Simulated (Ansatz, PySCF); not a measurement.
Reaction (SMILES): NC1CCCC1 -> [CH]1CCCC1 + [NH2] (NH2) (the C-N bond at the site shown breaks; other sites are not compared here)
Geometries: B3LYP-D3(BJ)/def2-TZVP minima from Ansatz (a first-principles code), one conformer each, not searched for the lowest. Frequencies are from Ansatz or PySCF.

Wanted: bond dissociation energy (0 K, with B3LYP-D3(BJ) harmonic zero-point energies), in kcal/mol. Correlated levels leave the core frozen unless marked. UHF or UKS for open shells. Spin-orbit coupling is left out. No relativistic terms. CBS marks a two-point X^-3 extrapolation of the correlation energy; Hartree-Fock from the larger set.

```
level      program  bond dissociation energy (kcal/mol)
---------  -------  -----------------------------------
HF/STO-3G   Ansatz                                 59.6
```

### Question
Predict the CCSD(T)/CBS(cc-pVTZ,cc-pVQZ) result (Ansatz).

### Answer
81.9 kcal/mol
